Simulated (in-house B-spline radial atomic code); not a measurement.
Values are calculated unless marked as measured or tabulated.
## Stopping and range of 1 keV H in InAs

The pair potential comes from two frozen, spherical free-atom densities (PBE, B-spline radial code, scalar-relativistic past argon): electrostatics plus the change in Thomas-Fermi kinetic and Dirac exchange energy where they overlap, the recipe behind the universal ZBL potential, which averages such potentials (from solid-state densities) over many pairs. It is written V = (Z1 Z2 e²/r) φ(r/a), with e² = 14.3996 eV·Å and a = 0.46850 Å/(Z1^0.23 + Z2^0.23); ZBL's fit is φ = 0.18175 e^(−3.1998x) + 0.50986 e^(−0.94229x) + 0.28022 e^(−0.4029x) + 0.02817 e^(−0.20162x). Where φ falls below 4e-4 it is continued as an exponential.

The target is taken as amorphous, with density 5.68 g/cm³ (NSM archive of the Ioffe Institute); channelling is ignored. Masses: H 1.01, In 114.82, As 74.92 u. Nuclear stopping is S_n = 4π a Z1 Z2 e² M1/(M1 + M2) × s_n(ε), with s_n integrated over impact parameters for each pair. Electronic stopping is Lindhard and Scharff's S_e = Z1^(1/6) 8π e² a0 Z1 Z2/(Z1^(2/3) + Z2^(2/3))^(3/2) × v/v0, with a0 = 0.529177 Å and v = v0 at 24.801 keV/u; it misses the oscillations with Z1 seen in experiment, which reach tens of per cent. Compounds add by atom fraction.

```tsv
target atom	a (Å)	ε at this energy	s_n, this pair	s_n, ZBL potential
In	0.13589	0.1909	0.3348	0.3439
As	0.14483	0.3007	0.333	0.3506
```

(1) What are the atom density and the stopping powers at entry?

Along the track:

| E (keV) | N S_n (eV/nm) | N S_e (eV/nm) |
| --- | --- | --- |
| 0.05 | 0.712 | 2.73 |
| 0.15 | 0.979 | 4.72 |
| 0.3 | 1.14 | 6.68 |
| 0.5 | 1.24 | 8.62 |
| 0.75 | 1.3 | 10.6 |
| 1 | 1.32 | 12.2 |

(2) Estimate the path length and the projected range.

Answers

(1) N = 5.68 × 0.602214/94.87 = 0.03606 atoms/Å³. For In: S_n = 10.51 × 0.3348 = 3.517 eV·Å², S_e = 1.0861 × √1000 = 34.35 eV·Å². For As: S_n = 11.5 × 0.333 = 3.831 eV·Å², S_e = 1.0529 × √1000 = 33.29 eV·Å². Averaged over the target's atoms (half each) and times N × 10 Å/nm, the ion loses N S_n = 1.32 eV/nm to recoils and N S_e = 12.2 eV/nm to electrons; the nuclear share is 10 %.

(2) With continuous slowing down the path is the integral of dE/(N (S_n + S_e)). Trapezoids over the table give 112 nm, and the stretch below the first row, with stopping taken as √E, adds 2E/(N S) = 29 nm: 141 nm in all, against 129 nm on a fine grid from 5 eV, a cut that itself drops some per cent of so short a path. Deflections shorten the depth: to first order in the energy passed on, N (S_n + S_e) dR_p/dE = 1 − N S_n (M2/M1) R_p/(2E), summed over the target's atoms, and integrating this on the fine grid gives R_p = 13.6 nm, 0.11 of the path. Lindhard's rule of thumb R/(1 + M2/3M1), with mean M2/M1 = 93.93, gives 3.99 nm; it assumes that nuclear stopping leads, so it comes too short here. On the ZBL potential the same equation gives 13.2 nm, and the full integral equation, which keeps hard collisions, 13.3 nm.
